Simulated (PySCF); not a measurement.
## C⁻ (carbon, charge -1) across methods

[He] 2s2 2p3, high-spin 4S determinant. Calculation: PySCF 2.14, in aug-cc-pV5Z; no relativity, point nucleus.

| method | E (hartree) | mean ε 2s α (eV) | mean ε 2s β (eV) | mean ε 2p α (eV) | Σ⟨r²⟩ (bohr²) | ⟨S²⟩ |
| --- | --- | --- | --- | --- | --- | --- |
| PBE0 | -37.8594 | -8.271 | -4.087 | 0.863 | 29.56 | 3.753 |
| TPSSh | -37.9151 | -7.399 | -3.385 | 1.481 | 29.86 | 3.755 |
| PBE | -37.8572 | -6.262 | -3.147 | 1.812 | 32.15 | 3.753 |
| LDA | -37.5368 | -6.119 | -3.143 | 1.715 | 31.96 | 3.754 |
| r2SCAN | -37.8896 | -7.114 | -2.843 | 1.663 | 29.87 | 3.755 |
| PBEsol | -37.6857 | -6.151 | -3.038 | 1.843 | 31.87 | 3.753 |
| BHandHLYP | -37.8871 | -10.116 | -5.225 | 0.012 | 28.13 | 3.754 |

**Question.** Estimate the same row for UHF.

**Answer.** E (hartree) = -37.71026; mean ε 2s α (eV) = -14.299; mean ε 2s β (eV) = -5.792; mean ε 2p α (eV) = -2.125; Σ⟨r²⟩ (bohr²) = 26.11; ⟨S²⟩ = 3.757.

The highest occupied level is positive at PBE0, TPSSh, PBE, LDA, r2SCAN, PBEsol, BHandHLYP: only the finite basis holds that electron, which in a density functional comes from self-interaction.
